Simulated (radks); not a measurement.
All-electron atom: the arsenic ion As25+ in [He] 2s2 2p4 (the NIST ground configuration).

Method: non-relativistic Kohn-Sham, PBE, spin-polarised, spherical densities, point nucleus; open shells are filled with parallel spins first; computed with a radial shooting solver on a logarithmic mesh with Libxc functionals.

Energy parts (eV):
| part | energy |
|---|---|
| total | -46979.902 |
| kinetic | 46971.956 |
| electron-nucleus | -98615.279 |
| Hartree | 5850.133 |
| exchange-correlation | -1186.712 |

Orbitals (lengths in bohr, moments of r in powers of bohr; <r^-3> diverges for s and p1/2; r(max) is where P^2 peaks):
orbital,occ.,eigenvalue (eV),r(max),<r^2>,<r>,<r^-3>
1s up,1,-12946.61,0.03060,0.002870,0.04630,-
1s down,1,-12934.46,0.03059,0.002864,0.04626,-
2s up,1,-2684.689,0.1694,0.04592,0.1980,-
2s down,1,-2664.350,0.1698,0.04623,0.1987,-
2p up,3,-2566.941,0.1334,0.03482,0.1696,1148
2p down,1,-2542.149,0.1339,0.03514,0.1703,1140

The highest occupied level is 2p down at -2542.1 eV. The density falls to 0.001 e/bohr^3 at r = 0.67 bohr. For comparison, the ionisation energy in NIST's Atomic Spectra Database is 2626 eV (semi-empirical). In exact Kohn-Sham theory the highest level is minus the ionisation energy, but local and semilocal functionals leave it too shallow, through self-interaction and a potential that decays too fast; potentials with the right tail come closer. Spin moment in Bohr magnetons: 2. The spin density at the nucleus is -3.72 e/bohr^3 (1s -15.56, 2s 11.84), a Fermi contact field of -195 T.
